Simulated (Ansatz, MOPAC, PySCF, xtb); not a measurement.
Torsion H4–C1–Al2–As3 in CH6AlAs (SMILES [CH3][AlH][AsH2]); at each angle all else is relaxed with GFN2-xTB, and the levels are single points there.
Geometry at 0° (charge 0, multiplicity 1):
```xyz
9

C     -1.53034     0.10877    -0.16448
Al    -0.22162    -0.10482     1.32114
As    -0.29044    -1.86519     2.96817
H     -2.31265    -0.66322    -0.17648
H     -2.04859     1.07522    -0.12437
H     -1.04733     0.07658    -1.14933
H      0.88679     0.99630     1.33096
H     -1.76244    -1.48542     2.96503
H     -0.55737    -2.69485     1.72267
```

On the grid 0° to 120°, 60° is the highest and 0° the lowest point at MP2/CBS(def2-TZVPP, def2-QZVPP) + ΔCCSD(T)/def2-TZVPP.

Correlated levels freeze the cores. Filled d and f shells under p-block atoms count as core. Rows in 3-21G carry no dispersion term and start afresh at each structure; the Pople sets are all-electron and without relativity. The state that PM3, PM6 reach isn't checked.

Run with Ansatz (Gaussian orbitals); MOPAC for PM3, PM6 (differences of heats of formation); PySCF for 3-21G rows; xtb for the GFN methods. Values without a source in brackets are computed.

| level | energy at 60° less that at 0° (meV) |
|---|---|
| GFN-FF | 0.2 |
| PM3 | 12.8 |
| PM6 | 12.4 |
| HF/3-21G | 2.1 |
| HF/def2-SVP | 9.7 |
| SVWN5/def2-TZVPP | ___ |
| SCS-MP2/def2-SVP | 9.0 |
| CCSD/def2-SVP | 9.1 |
| CCSD(T)/def2-SVP | 9.0 |

Q: Some entries are withheld; supply them.

A: 
- SVWN5/def2-TZVPP, energy at 60° less that at 0° (meV): 7.2

Ansatz is a first-principles code.
